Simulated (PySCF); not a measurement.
A structure optimised at PBE0-D3(BJ)/def2-SVP, used in a PySCF frequency run:

```
C
C 1 1.3419
F 2 1.3120 1 122.89
H 1 1.0926 2 117.90 3 180.00
C 1 1.4164 4 119.28 2 180.00
C 5 1.2135 4 152.64 1 180.00
H 6 1.0744 4 162.72 1 180.00
Br 2 1.8664 3 113.30 1 180.00
```

Write its SMILES, formula and point group.

C#C/C=C(\F)Br, C₄H₂BrF, Cs

What are its rotational constants (standard atomic weights)?

8.8131, 1.0175, 0.91217 GHz
